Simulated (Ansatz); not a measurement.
`BS[Si](N)(O)F`, relaxed with RKS PBE-D4/def2-SVP in Ansatz 0.2.0 from a rough embedded geometry. The force threshold is 0.03 eV/Å; the program also tests the step.

The species carries charge 0 and has multiplicity 1.

Start:

```xyz
11

B    -1.082   -0.743   -1.892
S    -1.497    0.379   -0.442
Si    0.479    0.239    0.459
N     0.448    1.344    1.934
O     0.747   -1.379    0.974
F     1.634    0.738   -0.630
H    -0.580   -0.263   -2.845
H    -1.187   -1.899   -1.753
H     0.270    2.339    1.545
H    -0.273    1.062    2.516
H     1.040   -1.817    0.135
```

```
         step  energy (eV)  largest force (eV/Å)  largest move (Å)
            1  -25700.6704                 4.225             0.000
            2  -25700.9434                 1.507             0.161
            3  -25701.1648                 1.031             0.131
            4  -25701.2828                 0.850             0.200
            5  -25701.3387                 0.532             0.096
            6  -25701.4548                 0.452             0.196
            7  -25701.5691                 0.690             0.196
            8  -25701.6969                 0.639             0.194
            9  -25701.8118                 0.401             0.200
           10  -25701.8799                 0.501             0.200
11 (rejected)  -25701.8561                 0.911             0.191
           12  -25701.9178                 0.307             0.096
           13  -25701.9426                 0.162             0.100
           14  -25701.9579                 0.090             0.150
           15  -25701.9589                 0.240             0.065
           16  -25701.9626                 0.145             0.073
           17  -25701.9645                 0.117             0.022
           18  -25701.9672                 0.103             0.040
           19  -25701.9697                 0.200             0.073
           20  -25701.9714                 0.176             0.030
           21  -25701.9747                 0.072             0.059
           22  -25701.9758                 0.063             0.070
           23  -25701.9764                 0.054             0.025
24 (rejected)  -25701.9761                 0.035             0.027
           25  -25701.9765                 0.040             0.008
           26  -25701.9765                 0.033             0.002
27 (rejected)  -25701.9765                 0.037             0.017
           28  -25701.9767                 0.007             0.009
```

End:

```xyz
11

B    -1.019   -0.833   -1.940
S    -0.970    0.726   -1.085
Si    0.576    0.402    0.444
N     0.308    1.241    1.901
O     0.699   -1.212    0.784
F     1.929    1.028   -0.220
H    -1.812   -0.933   -2.851
H    -0.297   -1.773   -1.653
H     0.502    2.239    1.987
H    -0.361    0.905    2.595
H     0.446   -1.789    0.037
```

It took 52 s on 4 threads of a server CPU on a shared host, with 0.22 GiB of host memory at the peak.
